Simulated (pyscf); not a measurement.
Optimised with ωB97X-D3(BJ)/def2-SVP in PySCF.

Problem. For the elementary gas-phase step `[SiH3][S][Sb]([Cl])[Cl]` -> `[SiH3][Cl]` + `[S]=[Sb][Cl]` (singlet surface; Cl–Sb, S–Si broken, Cl–Si formed), what barrier and reaction energy does PBE0-D3(BJ)/def2-TZVP give, measured from the reactant's lowest minimum found?

Solution. ΔE‡ = 139.0 kJ/mol, ΔE = +123.2 kJ/mol. ωB97M-D3(BJ)/def2-TZVP gives 145.4 kJ/mol and +113.0 kJ/mol. Zero-point energy shifts the barrier by -1.3 kJ/mol. It is an elimination, with an imaginary mode of 261i cm⁻¹. On the product side the descent ends in a bound adduct, 34.3 kJ/mol under the separated species and 36.1 kJ/mol under the saddle at ωB97X-D3(BJ)/def2-TZVP. This is the saddle that the search found; another between the same sides may lie lower. Elements past Kr carry the def2 core potentials, without spin-orbit coupling.
